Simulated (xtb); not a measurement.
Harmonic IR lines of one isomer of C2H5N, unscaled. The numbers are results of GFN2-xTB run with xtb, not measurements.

wavenumber (cm⁻¹): 460 (w), 679 (m), 974 (w), 1017 (w), 1038 (m), 1237 (m), 1356 (w), 1394 (m), 1457 (w), 1751 (vs), 2809 (vs), 3010 (w), 3021 (w), 3067 (w), 3341 (w)

Identify which structure gives these lines.
A) `C=NC`
B) `[H]/N=C/C`
C) `C=CN`

B, `[H]/N=C/C`
